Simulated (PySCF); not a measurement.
## Calculated data, C₂H₈GeSi, AlBGeH₃N, BGeH₅NSi, CH₈GeOSi and others

Calculation on a computer-drawn molecule: optimised geometry and harmonic frequencies of an isolated molecule of the commonest isotopes, restricted reference for singlets and unrestricted otherwise, frozen core in MP2; on germanium a core potential holds 10 electrons, which the energies leave out, and 3d is frozen in MP2 and coupled-cluster steps. Program: PySCF 2.14.0.

Common to all runs: charge 0; basis and core potential on germanium cc-pVDZ-PP ECP10MDF.

(1) C₂H₈GeSi

Start structure:
```xyz
12
C2H8GeSi
C      1.1601     0.1611    -1.8167
Ge    -0.4824     0.2619    -0.9637
C     -0.4520     0.4369     1.0395
Si    -2.4034    -0.8143    -1.8372
H      2.0383     0.6250    -1.3682
H      1.2845     0.0455    -2.8422
H     -1.2549     1.1645     1.3112
H      0.5522     0.7936     1.3088
H     -0.6802    -0.5024     1.4725
H     -3.5135    -0.5558    -0.9269
H     -2.7755    -0.2999    -3.1226
H     -2.2746    -2.3085    -1.9142
```

Settings of this run: multiplicity 1, method HF and basis cc-pV(D+d)Z.

It finds rotational constants 5.468, 2.506, 1.773 GHz; total energy -662.6548 hartree; convergence status largest gradient component 2.71e-05 hartree/bohr.

Drawn bonds:
```csv
atom,other atom,order
1,2,2
2,3,1
2,4,1
1,5,1
1,6,1
3,7,1
3,8,1
3,9,1
4,10,1
4,11,1
4,12,1
```

Optimised structure:
```xyz
12
C2H8GeSi
C      0.9963     0.4388    -1.8625
Ge    -0.4004     0.0361    -0.8573
C     -0.3665     0.2823     1.0857
Si    -2.3961    -0.8316    -1.8473
H      1.9173     0.8340    -1.4487
H      0.9754     0.3018    -2.9369
H     -1.1496     0.9770     1.3949
H      0.6023     0.6822     1.3875
H     -0.5314    -0.6700     1.5930
H     -3.5435     0.0620    -1.5627
H     -2.2003    -0.9333    -3.3102
H     -2.7049    -2.1717    -1.2952
```

Modes:
```csv
frequency (cm⁻¹),reduced mass (dalton)
86.22,1.056
116.2,1.047
118.9,3.286
127.6,4.053
196,2.601
364,8.638
516,1.074
567.1,1.146
614.5,4.055
635.5,1.058
781,1.209
791,1.229
881.8,1.199
887.5,1.28
898.4,3.94
979.8,1.13
1018,1.037
1031,1.036
1375,1.216
1499,1.176
1555,1.054
1559,1.052
2305,1.051
2309,1.027
2322,1.043
3183,1.032
3271,1.103
3285,1.104
3296,1.055
3399,1.115
```

(2) AlBGeH₃N

Start structure:
```xyz
7
AlBGeH3N
Al    -1.4809     2.9131     2.7108
N     -0.5732     1.5877     1.9018
B      0.0595     0.6631     1.3379
Ge     1.0975    -0.8538     0.4129
H      1.6433    -1.8120     1.4705
H      2.2559    -0.2599    -0.3873
H      0.1595    -1.6092    -0.5274
```

It was run with multiplicity 1, method MP2 and basis cc-pV(D+d)Z.

It finds rotational constants 80.27, 0.852, 0.852 GHz; total energy -616.5997 hartree; convergence status largest gradient component 1.284e-05 hartree/bohr.

Drawn bonds:
```csv
atom,other atom,order
1,2,1
2,3,2
3,4,1
4,5,1
4,6,1
4,7,1
```

Optimised structure:
```xyz
7
AlBGeH3N
Al    -1.5066     2.9508     2.7337
N     -0.5809     1.5989     1.9087
B      0.0668     0.6523     1.3314
Ge     1.0995    -0.8567     0.4111
H      1.6517    -1.8243     1.4646
H      2.2648    -0.2708    -0.3949
H      0.1663    -1.6212    -0.5353
```

Modes:
```csv
frequency (cm⁻¹),reduced mass (dalton)
57.16,10.64
57.24,10.63
249.7,3.896
249.8,3.898
297.3,23.81
582,1.302
582,1.302
679.5,11.49
852.7,1.06
917.7,1.019
917.7,1.019
1861,12.14
2201,1.024
2201,1.024
2204,1.012
```

(3) BGeH₅NSi

Start structure:
```xyz
9
BGeH5NSi
Si     0.1317     1.6924     1.5252
N      0.8465     0.3557     1.9969
B      1.4806    -0.8824     2.0267
Ge     1.5830    -1.6684     0.0553
H     -1.3188     1.7918     1.3803
H      0.9266     2.9013     1.2387
H      1.9699    -1.4243     2.9199
H      3.0084    -1.2837    -0.3264
H      0.9655    -0.5900    -0.7795
```

Settings of this run: multiplicity 2, method HF and basis cc-pV(D+d)Z.

Results for BGeH₅NSi: rotational constants 16.93, 1.088, 1.038 GHz; total energy -664.3240 hartree; spin squared 0.7628; convergence status largest gradient component 2.805e-05 hartree/bohr.

Drawn bonds:
```csv
atom,other atom,order
1,2,2
2,3,1
3,4,1
1,5,1
1,6,1
3,7,1
4,8,1
4,9,1
```

Optimised structure:
```xyz
9
BGeH5NSi
Si    -0.0568     1.8794     1.7863
N      0.7713     0.5604     1.7782
B      1.5087    -0.6038     1.7445
Ge     1.7729    -1.6247    -0.0507
H     -1.5167     1.9139     1.9415
H      0.5446     3.2113     1.6410
H      1.9711    -1.0870     2.7457
H      3.0016    -2.5372    -0.1978
H      1.5968    -0.8197    -1.3515
```

Modes:
```csv
frequency (cm⁻¹),reduced mass (dalton)
95.66,5.654
115.8,1.873
190.3,1.228
286.5,1.451
301.3,4.025
405.6,1.206
464.3,1.334
647.8,2.111
719.1,1.193
750,1.237
814.1,1.409
900,2.943
935.4,1.047
1074,1.087
1145,1.499
1629,11.54
2170,1.021
2182,1.021
2381,1.029
2383,1.057
2662,1.094
```

(4) CH₈GeOSi

Start structure:
```xyz
12
CH8GeOSi
O     -2.2875    -1.3916    -0.9037
C     -1.8936    -0.0721    -0.6546
Si    -1.9247     0.0827     1.2125
Ge    -0.1407     0.2339    -1.4679
H     -2.4567    -1.5416    -1.8805
H     -2.6041     0.7078    -1.0835
H     -0.8977    -0.8364     1.8407
H     -3.2171    -0.3078     1.7672
H     -1.5522     1.4951     1.5733
H      0.4276     1.6903    -1.3524
H      0.9447    -0.7215    -0.9319
H     -0.2314    -0.0664    -3.0163
```

Here we set multiplicity 1, method HF and basis cc-pV(D+d)Z.

It finds rotational constants 5.601, 1.808, 1.457 GHz; total energy -699.6714 hartree; convergence status largest gradient component 2.733e-05 hartree/bohr.

Drawn bonds:
```csv
atom,other atom,order
1,2,1
2,3,1
2,4,1
1,5,1
2,6,1
3,7,1
3,8,1
3,9,1
4,10,1
4,11,1
4,12,1
```

Optimised structure:
```xyz
12
CH8GeOSi
O     -2.3023    -1.4110    -0.9508
C     -1.8635    -0.0879    -0.6570
Si    -1.8887     0.0574     1.2323
Ge    -0.1031     0.2525    -1.5120
H     -2.4736    -1.4962    -1.8773
H     -2.5715     0.6531    -1.0511
H     -0.9795    -0.9423     1.8347
H     -3.2627    -0.1594     1.7384
H     -1.4364     1.4177     1.6159
H      0.2779     1.7356    -1.4262
H      0.9899    -0.5944    -0.8543
H     -0.2199    -0.1529    -2.9898
```

Modes:
```csv
frequency (cm⁻¹),reduced mass (dalton)
118.1,1.077
148.4,2.155
160.9,1.399
241.9,4.941
276.2,2.885
313.8,1.053
472.7,2.328
558.1,1.207
589.4,1.165
702.1,1.343
790.3,1.723
832.6,2.208
912.3,1.053
958.9,1.021
964.2,1.027
1018,1.117
1024,1.043
1029,1.057
1127,5.595
1175,1.249
1316,1.134
1459,1.271
2197,1.022
2217,1.022
2233,1.015
2300,1.044
2318,1.047
2324,1.028
3141,1.083
4131,1.067
```

(5) CH₄Ge₂O

Start structure:
```xyz
8
CH4Ge2O
O      0.1425     0.9706     3.2278
Ge    -1.1558     1.3539     2.2281
C     -1.1099     2.1286     0.5112
Ge    -2.6771     2.5272    -0.4629
H      1.0209     1.1028     2.9309
H     -2.3180     0.9698     3.0548
H     -0.0629     2.2982     0.1873
H     -1.8374     3.0271    -1.7393
```

Here we set multiplicity 1, method HF and basis cc-pVDZ.

The calculation gives: rotational constants 21.72, 0.9379, 0.8991 GHz; total energy -701.7565 hartree; convergence status largest gradient component 1.9e-05 hartree/bohr.

Drawn bonds:
```csv
atom,other atom,order
1,2,1
2,3,2
3,4,1
1,5,1
2,6,1
3,7,1
4,8,1
```

Optimised structure:
```xyz
8
CH4Ge2O
O      0.1554     0.9512     3.2610
Ge    -1.1562     1.3882     2.1770
C     -1.0015     2.0978     0.5506
Ge    -2.6437     2.4625    -0.3884
H      1.0304     1.1131     2.9356
H     -2.4160     1.0302     2.9293
H     -0.0021     2.2880     0.1703
H     -1.9640     3.0471    -1.6975
```

Modes:
```csv
frequency (cm⁻¹),reduced mass (dalton)
90.4,6.945
112.8,8.99
203.4,9.069
317.1,1.133
370.7,1.347
506.4,1.13
619.3,2.9
745.1,1.407
772.6,3.266
795.3,1.083
818.6,1.454
924.8,2.159
975.2,1.128
1132,1.467
1975,1.021
2339,1.021
3318,1.088
4147,1.067
```

(6) CH₄GeOSi

Start structure:
```xyz
8
CH4GeOSi
O     -0.1435     1.6094    -1.4987
Si    -0.8794     0.6239    -0.3668
C     -1.5590    -0.8175    -1.4232
Ge    -2.3431    -1.9108    -0.2748
H     -0.1399     1.5177    -2.3982
H     -1.9003    -0.7519    -2.4217
H     -3.0627    -3.2340    -0.5467
H     -1.8307    -1.9769     1.1589
```

Settings of this run: multiplicity 1, method HF and basis cc-pV(D+d)Z.

The calculation gives: rotational constants 20.52, 1.305, 1.227 GHz; total energy -697.3289 hartree; convergence status largest gradient component 7.87e-06 hartree/bohr.

Drawn bonds:
```csv
atom,other atom,order
1,2,1
2,3,1
3,4,2
1,5,1
3,6,1
4,7,1
4,8,1
```

Optimised structure:
```xyz
8
CH4GeOSi
O     -0.1508     1.6440    -1.6256
Si    -0.5966     0.6499    -0.3707
C     -1.5643    -0.6893    -1.2244
Ge    -2.2478    -2.0008    -0.2331
H     -0.4076     1.4400    -2.5137
H     -1.7567    -0.7489    -2.2957
H     -3.0615    -3.1655    -0.7824
H     -2.0733    -2.0695     1.2743
```

Modes:
```csv
frequency (cm⁻¹),reduced mass (dalton)
90.66,5.086
148.3,6.186
275.5,6.125
320.1,1.212
511.2,1.19
519.2,1.289
585.6,1.108
746.5,2.453
809.2,1.105
852.6,4.727
908.5,1.612
921.8,2.034
955.8,1.128
1163,1.745
2265,1.021
2291,1.019
3275,1.088
4143,1.067
```
